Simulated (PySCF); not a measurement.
## Gold: a sound run and one with changed settings

Sound run: Au [Xe] 4f14 5d10 6s1, Au⁺ [Xe] 4f14 5d10. Calculation: PySCF 2.14, in def2-SVP with the def2 core potential (60 electrons); a scalar-relativistic core potential. In the sound run the correlated levels freeze 5s2 5p6 outside the core potential. The sound run starts from symmetry-adapted Hartree-Fock orbitals and uses a fine grid where one is needed.

A second run was set up differently.

```
species   method  sound run (hartree)  changed run (hartree)  converged
     Au      UHF           -134.78516             -134.78516        yes
     Au      LDA           -135.49644             -135.49644        yes
     Au   M06-2X           -135.60071             -135.60071        yes
     Au      MP2           -135.03691             -134.90521        yes
     Au  CCSD(T)           -135.02886             -135.02886        yes
    Au⁺      UHF           -134.50244             -134.50244        yes
    Au⁺      LDA           -135.13135             -135.13135        yes
    Au⁺   M06-2X           -135.27067             -135.27067        yes
    Au⁺      MP2           -134.71061             -134.60522        yes
    Au⁺  CCSD(T)           -134.70733             -134.70733        yes
```

Ionisation energy of Au:

```tsv
method	sound run (eV)	changed run (eV)
UHF	7.693	7.693
LDA	9.934	9.934
M06-2X	8.981	8.981
MP2	8.879	8.163
SCS-MP2	8.728	8.103
CCSD	8.726	8.726
CCSD(T)	8.749	8.749
```

(1) What was changed?
A. radial grid too coarse
B. angular grid far too coarse
C. too few SCF iterations
D. level shift left on

## Answers

(1) D. It used initial guess minao, at most 50 SCF cycles, level shift 2.0 hartree. A level shift leaves the converged SCF energy unchanged but raises the virtual orbital energies, which shrinks MP2 if it is not removed.
